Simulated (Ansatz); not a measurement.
The cluster Si₂O₂⁺ (the lowest doublet isomer of a short search). Total charge 1; doublet. Geometry PBE0-D4/def2-TZVP, basis def2-TZVP, Ansatz.

```xyz
4

Si    0.725    0.926   -0.208
Si   -0.725   -0.925    0.208
O    -0.274    0.451    1.052
O     0.274   -0.451   -1.052
```

```tsv
run	HOMO (eV)	LUMO (eV)
A	-15.34	-10.31
B	-12.79	-11.84
C	-13.13	-11.71
D	-13.78	-11.40
E	-14.03	-11.16
F	-15.94	-9.52
```

B3LYP takes the VWN-RPA correlation. The structure comes from a short search, and lower isomers may exist.

HOMO and LUMO are taken over both spins.

**Question.** The runs used B3LYP, CAM-B3LYP, PBE, PBE0, r2SCAN, ωB97M-V. Estimate which is which.

**Answer.** A CAM-B3LYP (range-separated); B PBE (0 % exact exchange); C r2SCAN (0 % exact exchange); D B3LYP (20 % exact exchange); E PBE0 (25 % exact exchange); F ωB97M-V (range-separated). Exact exchange lowers occupied and raises empty levels; among semilocal functionals meta-GGAs tend to open the gap a little, and such runs are hard to tell apart. The gap grows from 0.96 eV (PBE) to 6.41 eV (ωB97M-V).
